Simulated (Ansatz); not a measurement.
This geometry of BH$_{5}$S$_{2}$Si (9 atoms, charge 0, multiplicity 1) is a first-order saddle point.

Level of theory: RKS PBE/def2-SVP in Ansatz.

```xyz
9
Properties=species:S:1:pos:R:3
Si 0.417 1.098 -0.941
B -0.326 -0.291 0.335
S -0.326 -2.092 -0.184
S -1.017 0.241 1.892
H -0.336 1.017 -2.246
H 0.345 2.519 -0.440
H 1.861 0.776 -1.233
H 0.868 -2.328 0.430
H -1.396 -0.986 2.368
```

Task: Which two structures does it join? (They come from a converged band through this point; their orientation in space is the band's.)

Result: No bond is made or broken. The dihedral S4–B2–S3–H8 goes from 180 to 1°.

Initial state:

```xyz
9
Properties=species:S:1:pos:R:3
Si 0.410 0.985 -0.878
B -0.252 -0.322 0.522
S -0.059 -2.109 0.350
S -1.045 0.370 1.983
H -0.157 0.629 -2.231
H 0.043 2.414 -0.569
H 1.913 0.897 -0.993
H 0.561 -2.127 -0.866
H -1.324 -0.784 2.665
```

Final state:

```xyz
9
Properties=species:S:1:pos:R:3
Si 0.513 1.168 -0.960
B -0.103 -0.332 0.269
S -0.446 -1.907 -0.527
S -0.270 0.070 2.014
H 0.987 0.630 -2.284
H -0.627 2.119 -1.229
H 1.632 1.965 -0.341
H -0.866 -2.634 0.554
H -0.732 -1.127 2.488
```

Task: How far does it lie above each of them?

Result: 0.53 eV above the first and 0.51 eV above the second. This is the barrier of this one path; another mechanism may lie lower.

Time of the run: 4.3 min on 2 threads of Arm Neoverse V1 (shared host), peak memory 0.13 GiB.
